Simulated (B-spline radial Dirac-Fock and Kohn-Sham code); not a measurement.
Core and valence levels of Cd³⁴⁺

System: Cd³⁴⁺, configuration 1s2 2s2 2p6 3s2 3p2; nuclear rms radius 4.6087 fm (A = 114).

Calculated with an atomic code on a B-spline grid, using multi-electron Dirac-Fock with separately optimised hole states, Breit and Lamb-shift corrections added in first order. The model has no electron correlation. Energies are counted from the vacuum level.

All terms are in eV, carry their sign (relaxation lowers the binding energy) and add up to the binding energy; ⟨r⟩ is the mean radius of the orbital in the initial state.

```
subshell  −ε (Koopmans)  relaxation   Breit  self-energy  vacuum polarisation  binding energy  ⟨r⟩ (bohr)
       K        28801.8      -25.53  -55.99       -32.36                 4.14         28692.1       0.030
      L1         5916.2       -4.64   -5.47        -4.04                 0.48          5902.5       0.129
      L2         5640.0       -6.47   -8.91         0.30                -0.02          5624.9       0.109
      L3         5441.0       -5.88   -5.90        -0.08                -0.03          5429.1       0.114
      M1         2283.1       -0.45   -1.25        -1.03                 0.12          2280.5       0.317
    M2,3         2165.0       -0.48   -1.53         0.00                -0.01          2163.0       0.310
```

For the deepest level, K (1s), the Breit terms make up -0.195 % of the binding energy, QED -0.098 % and orbital relaxation -0.089 %.

Going to the tabulated ground configuration of the next ion removes an electron from M2,3 (3p), computed at 2163.0 eV. NIST lists 2195 ± 4 eV as the ionisation energy of this species (semi-empirical), +32.00 eV from the computed value. Where a p, d or f shell is open in either ion the computed value averages over both j values and all terms, while the table refers to the lowest levels; that difference holds spin-orbit splitting (largest in heavy or highly charged ions), term energies where several electrons share open shells, and correlation, and it can reach 10 % or more.
